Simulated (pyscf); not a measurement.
**HO–GaH–F, singlet**

Gas-phase minimum from PySCF at ωB97X-D3(BJ)/def2-SVP, one conformer. 

```
Ga
F 1 1.7569
O 1 1.7703 2 113.60
H 3 0.9644 1 114.61 2 0.20
H 1 1.5391 2 121.57 3 179.93
```

Properties at ωB97X-D3(BJ)/def2-SVP:

```yaml
harmonic_wavenumbers_unscaled: 199, 390, 503, 594, 705, 745, 817, 2119, 3909 cm⁻¹
zero_point_energy: 14.3 kcal/mol
rotational_symmetry_number: 1
Entropy of this conformer at 298 K and 1 atm, rigid rotor and harmonic oscillator, modes under 100 cm⁻¹ raised to 100: 287.8 J/(mol K)
dipole_moment: 0.64 D
```

Single-point totals, which compare only within one level (frozen core for MP2 and CC):

```json
[
 {"level": "ωB97X-D3(BJ)/def2-TZVP", "total energy (hartree)": "-2101.25049"},
 {"level": "PBE/def2-TZVP", "total energy (hartree)": "-2100.80521"},
 {"level": "r²SCAN/def2-TZVP", "total energy (hartree)": "-2101.18541"},
 {"level": "B3LYP-D3(BJ)/def2-TZVP", "total energy (hartree)": "-2101.32901"},
 {"level": "PBE0-D3(BJ)/def2-TZVP", "total energy (hartree)": "-2100.84304"},
 {"level": "M06-2X/def2-TZVP", "total energy (hartree)": "-2101.20716"},
 {"level": "ωB97M-D3(BJ)/def2-TZVP", "total energy (hartree)": "-2101.33125"},
 {"level": "HF/def2-TZVPP", "total energy (hartree)": "-2098.86836"},
 {"level": "MP2/def2-TZVPP", "total energy (hartree)": "-2099.59204"},
 {"level": "CCSD/def2-TZVPP", "total energy (hartree)": "-2099.59016"},
 {"level": "CCSD(T)/def2-TZVPP", "total energy (hartree)": "-2099.61492"}
]
```

Soft torsions are taken as harmonic, which can shift the entropy by several J/(mol K). The CCSD(T) − MP2 part came from Ansatz, without density fitting, on the same reference. The frozen core leaves the outer d or s,p core shells of the metals and heavy elements correlated in the MP2 and CC values, and def2-TZVPP describes them poorly, so these totals are far from the basis limit. Elements up to Kr have no core potential and no relativistic terms here.
